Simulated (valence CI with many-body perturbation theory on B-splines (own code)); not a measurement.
**E1 line list for Er³⁷⁺**

Computed by configuration interaction combined with many-body perturbation theory (CI+MBPT): three valence electrons over a frozen Dirac-Fock core [Ar] 3d10, a basis of 11 s, 11 p, 10 d, 8 f, 5 g, 2 h functions for each j, with the one-electron correlation potential Σ1 (screened to all orders), the two-electron term Σ2, the three-electron term Σ3, Breit, model QED; selected single and double excitations, second order for the rest, scaled by the run's own slope (own B-spline code, finite nucleus).

The last digits are not significant, and no measured levels were compared; by estimate large intervals hold to a few tenths of a per cent, small ones and those within an open d or f shell to about a per cent.

Lines 1 to 50 of 549 in falling wavelength, among levels below 5260.8 × 10³ cm⁻¹, chosen from the strongest by gf and those to the six lowest levels. Wavelengths and rates use the calculated energies. Electric multipoles are in the length gauge, E1 and E2 with the static RPA response of the core. Weak lines are less certain than strong ones. Lines between different terms over intervals too small for the method are left out, as are lines whose strength nearly cancels. Where a level lies close to another of its J and parity, the split of strength between their lines is uncertain. The highest levels of a list are the least certain.

Levels are named by their leading jj configuration (3d3/2^4 stands for four electrons in 3d with j = 3/2), which in mixed levels can hold well under half, so a name can repeat and another be missing. Letters in brackets count levels of one name in rising energy.

```
λ vac (Å)                           Upper                          Lower   A (s⁻¹)  S (a.u.) with core polarisation  S without
    637.9              (4s 4p1/2^2) J=1/2             (4s^2 4p3/2) J=3/2  5.13e+06                         1.31e-03   1.40e-03
    175.1      (4s 4p1/2 4p3/2) J=3/2 [a]             (4s^2 4p3/2) J=3/2  1.53e+09                         1.63e-02   1.74e-02
    174.6       (4p1/2 4d3/2 4d5/2) J=9/2     (4s 4d3/2 4d5/2) J=7/2 [c]  6.77e+09                         1.78e-01   1.90e-01
    170.5   (4p1/2 4p3/2 4f7/2) J=9/2 [b]     (4s 4p3/2 4f7/2) J=7/2 [c]  8.29e+09                         2.03e-01   2.16e-01
    163.0       (4p1/2 4p3/2 4d5/2) J=9/2     (4s 4p3/2 4d5/2) J=7/2 [b]  7.81e+09                         1.67e-01   1.79e-01
    159.0          (4s 4p1/2 4p3/2) J=5/2             (4s^2 4p3/2) J=3/2  9.87e+09                         1.17e-01   1.26e-01
    151.6              (4s 4p1/2^2) J=1/2             (4s^2 4p1/2) J=1/2  1.96e+10                         6.74e-02   7.21e-02
    149.7           (4p1/2^2 4p3/2) J=3/2     (4s 4p1/2 4p3/2) J=3/2 [b]  1.22e+10                         8.11e-02   8.68e-02
    144.1       (4p1/2 4p3/2 4f5/2) J=9/2         (4s 4p3/2 4f5/2) J=9/2  1.13e+10                         1.67e-01   1.79e-01
    144.1           (4p1/2^2 4f5/2) J=5/2         (4s 4p1/2 4f5/2) J=3/2  1.95e+10                         1.72e-01   1.84e-01
    142.4       (4p1/2 4p3/2 4f5/2) J=9/2     (4s 4p3/2 4f5/2) J=7/2 [a]  1.13e+10                         1.61e-01   1.72e-01
    141.2           (4p1/2 4d5/2^2) J=7/2             (4s 4d5/2^2) J=9/2  2.01e+10                         2.24e-01   2.40e-01
    141.0           (4p1/2^2 4f7/2) J=7/2     (4s 4p1/2 4f7/2) J=7/2 [b]  1.86e+10                         2.05e-01   2.20e-01
    140.2      (4s 4p1/2 4p3/2) J=3/2 [b]             (4s^2 4p3/2) J=3/2  1.24e+10                         6.74e-02   7.20e-02
    140.0   (4p1/2 4p3/2 4d5/2) J=7/2 [a]         (4s 4p3/2 4d5/2) J=9/2  2.22e+10                         2.40e-01   2.57e-01
    140.0           (4p1/2^2 4f7/2) J=7/2         (4s 4p1/2 4f7/2) J=9/2  3.09e+10                         3.35e-01   3.57e-01
    139.9           (4p1/2 4d5/2^2) J=9/2             (4s 4d5/2^2) J=9/2  1.76e+10                         2.37e-01   2.54e-01
    139.7           (4p1/2^2 4f5/2) J=5/2         (4s 4p1/2 4f5/2) J=7/2  2.40e+10                         1.93e-01   2.07e-01
    138.0   (4p1/2 4p3/2 4f7/2) J=7/2 [c]     (4s 4p3/2 4f7/2) J=9/2 [a]  1.33e+10                         1.38e-01   1.47e-01
    138.0   (4p1/2 4p3/2 4f7/2) J=7/2 [b]         (4s 4p3/2 4f5/2) J=9/2  1.50e+10                         1.56e-01   1.66e-01
    137.3           (4p1/2^2 4d5/2) J=5/2     (4s 4p1/2 4d5/2) J=5/2 [b]  1.82e+10                         1.40e-01   1.49e-01
    137.1   (4p1/2 4p3/2 4f7/2) J=9/2 [a]        (4s 4p3/2 4f7/2) J=11/2  3.13e+10                         3.97e-01   4.24e-01
    136.7      (4p1/2 4p3/2 4f7/2) J=11/2        (4s 4p3/2 4f7/2) J=11/2  1.94e+10                         2.94e-01   3.15e-01
    136.2           (4p1/2^2 4d5/2) J=5/2         (4s 4p1/2 4d5/2) J=7/2  4.15e+10                         3.11e-01   3.33e-01
    135.9          (4s 4p1/2 4p3/2) J=1/2             (4s^2 4p3/2) J=3/2  1.89e+10                         4.69e-02   5.01e-02
    134.6           (4p1/2^2 4d3/2) J=3/2         (4s 4p1/2 4d3/2) J=5/2  4.48e+10                         2.16e-01   2.31e-01
    133.0   (4p1/2 4d3/2 4d5/2) J=7/2 [b]         (4s 4d3/2 4d5/2) J=9/2  1.48e+10                         1.38e-01   1.47e-01
    132.9           (4p1/2^2 4p3/2) J=3/2         (4s 4p1/2 4p3/2) J=5/2  5.04e+10                         2.34e-01   2.50e-01
    132.8       (4p1/2 4p3/2 4d5/2) J=9/2         (4s 4p3/2 4d5/2) J=9/2  1.81e+10                         2.09e-01   2.24e-01
    123.4           (4p1/2^2 4p3/2) J=3/2     (4s 4p1/2 4p3/2) J=3/2 [a]  1.38e+10                         5.11e-02   5.46e-02
    107.6      (4s 4p1/2 4d3/2) J=3/2 [a]     (4s 4p1/2 4p3/2) J=3/2 [b]  1.05e+10                         2.59e-02   2.75e-02
    98.68      (4s 4p1/2 4d3/2) J=3/2 [a]         (4s 4p1/2 4p3/2) J=5/2  5.41e+09                         1.03e-02   1.09e-02
    94.73          (4s 4p1/2 4d3/2) J=5/2         (4s 4p1/2 4p3/2) J=5/2  8.67e+09                         2.18e-02   2.31e-02
    93.75      (4s 4p1/2 4d3/2) J=3/2 [b]     (4s 4p1/2 4p3/2) J=3/2 [b]  1.35e+10                         2.19e-02   2.34e-02
    93.62          (4s 4p1/2 4d3/2) J=1/2     (4s 4p1/2 4p3/2) J=3/2 [b]  2.63e+09                         2.13e-03   2.25e-03
    93.34      (4s 4p1/2 4d3/2) J=3/2 [a]     (4s 4p1/2 4p3/2) J=3/2 [a]  2.50e+09                         4.02e-03   4.25e-03
    93.12      (4s 4p1/2 4p3/2) J=3/2 [a]             (4s^2 4p1/2) J=1/2  1.17e+09                         1.86e-03   1.98e-03
    92.53      (4s 4p1/2 4d5/2) J=5/2 [a]     (4s 4p1/2 4p3/2) J=3/2 [b]  6.77e+07                         1.59e-04   1.84e-04
    91.92              (4s 4p3/2^2) J=5/2             (4s^2 4p3/2) J=3/2  3.37e+09                         7.76e-03   8.38e-03
    91.34      (4s 4p3/2 4d5/2) J=7/2 [a]             (4s^2 4d5/2) J=5/2  3.26e+10                         9.80e-02   1.06e-01
    91.16           (4p1/2 4p3/2^2) J=3/2     (4s 4p1/2 4p3/2) J=3/2 [b]  1.29e+09                         1.92e-03   2.02e-03
    90.99  (4p3/2 4d3/2 4d5/2) J=11/2 [b]        (4s 4p3/2 4f7/2) J=11/2  2.41e+10                         1.07e-01   1.15e-01
    89.97  (4p3/2 4d3/2 4d5/2) J=11/2 [b]          (4p3/2^2 4d5/2) J=9/2  3.75e+10                         1.62e-01   1.73e-01
    89.79          (4s 4p1/2 4d3/2) J=5/2     (4s 4p1/2 4p3/2) J=3/2 [a]  1.51e+09                         3.23e-03   3.43e-03
    89.56              (4s^2 4d3/2) J=3/2             (4s^2 4p3/2) J=3/2  2.23e+09                         3.17e-03   3.43e-03
    88.73      (4s 4p1/2 4d5/2) J=5/2 [b]     (4s 4p1/2 4p3/2) J=3/2 [b]  2.19e+07                         4.54e-05   5.91e-05
    88.11          (4s 4d5/2 4f5/2) J=9/2     (4s 4p3/2 4f7/2) J=7/2 [b]  2.94e+10                         9.94e-02   1.06e-01
    87.98  (4p3/2 4d3/2 4d5/2) J=11/2 [b]             (4s 4d5/2^2) J=9/2  5.86e+10                         2.37e-01   2.53e-01
    87.51       (4p1/2 4p3/2 4f7/2) J=3/2  (4p1/2 4p3/2 4d5/2) J=5/2 [c]  6.80e+10                         9.00e-02   9.58e-02
    87.39           (4p3/2^2 4d5/2) J=9/2     (4s 4p3/2 4d5/2) J=7/2 [a]  3.23e+10                         1.06e-01   1.14e-01
```
